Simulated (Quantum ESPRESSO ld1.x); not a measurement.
The numbers below are computed, except where a source is named.
Au63+, configuration [Ne] 3s2 3p4. Level of theory: Dirac Kohn-Sham, PBE, spin-unpolarised, spherical densities, point nucleus; open shells fill j = l - 1/2 first (ld1.x of Quantum ESPRESSO 7.5).

Normalised radial functions P(r) = r R(r) (large component), r in bohr:

```
   r/bohr * 2p1/2, o 2p3/2, + 3d5/2 (the largest magnitude, 3.91, reaches the edge; | marks zero, & curves that meet)
 0.002303 +o *
 0.002905 +o  *
 0.003663 + o  *
  0.00462 +  o   *
 0.005826 +    o   *
 0.007406 +      o    *
  0.00934 +         o     *
  0.01178 |+            o      *
  0.01485 |+                  o       *
  0.01873 | +                       o        *
  0.02381 |  +                              o       *
  0.03003 |    +                                    o      *
  0.03788 |        +                                       o    *
  0.04777 |             +                                      o *
  0.06072 |                   +                              *o
  0.07658 |                          +             *   o
  0.09657 |                            *    &
   0.1218 |                *   o                +
   0.1536 |       * o                         +
   0.1953 | * o                       +
   0.2462 |&                +
   0.3105 &       +
   0.3916 &  +
   0.4939 &+
   0.6279 &
   0.7918 &
   0.9986 &
```

2p1/2: eigenvalue -18647.1 eV, 0 radial nodes, <r> = 0.0574 bohr, 90 % of the charge inside 0.0955 bohr. 2p3/2: eigenvalue -16773.2 eV, 0 radial nodes, <r> = 0.0656 bohr, 90 % of the charge inside 0.106 bohr. 3d5/2 (empty): eigenvalue -6561.2 eV, 0 radial nodes, <r> = 0.151 bohr, 90 % of the charge inside 0.230 bohr.
